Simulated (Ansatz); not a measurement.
Species: GeF2, net charge 0, singlet state. 
Coordinates optimised at B3LYP-D3(BJ)/def2-TZVP (Ansatz, a program for electronic structure):
```xyz
3

Ge     0.0109    -0.0062     0.4176
F      0.6316     1.1604    -0.7423
F     -0.6702    -1.1385    -0.7424
```
Charge 0, spin multiplicity 1.

Basis-set convergence of Hartree-Fock and MP2 correlation energies (hartree) with Ansatz. Valence correlation only, unless marked. No spin-orbit coupling. Frozen are the shells of the preceding noble gas and the d and f shells that filled before the atom's block. Non-relativistic.

```json
[
 {"basis": "aug-cc-pVDZ", "functions": "82", "E(HF)": "-2274.31978", "E(corr, MP2)": "-0.49853"},
 {"basis": "aug-cc-pVTZ", "functions": "151", "E(HF)": "?", "E(corr, MP2)": "?"}
]
```

### Question
Complete the blanks.

### Answer

- aug-cc-pVTZ, E(HF): -2274.44464
- aug-cc-pVTZ, E(corr, MP2): -0.62115
